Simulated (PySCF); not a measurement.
Electron correlation in Cd⁺ (cadmium, charge +1)

[Kr] 4d10 5s1, 2S determinant. Calculation: PySCF 2.14, in aug-cc-pVTZ-PP with one added diffuse shell each of s, p, d, f, g type with ECP28MDF (7s7p6d4f3g, 113 functions); scalar relativity through the core potential. Frozen: 4s2 4p6; 11 electrons correlated.

MP2 pair energies summed by pair of shells (mhartree):

```json
{"pair": "4d-4d", "energy": "-371.25", "share (%)": "88.8"}
{"pair": "4d-5s", "energy": "-46.63", "share (%)": "11.2"}
```

Total MP2 correlation energy: -417.88 mhartree.

Same-spin part -153.30 and opposite-spin part -264.58 mhartree; SCS-MP2 scales them by 1/3 and 6/5 to -368.60 mhartree.
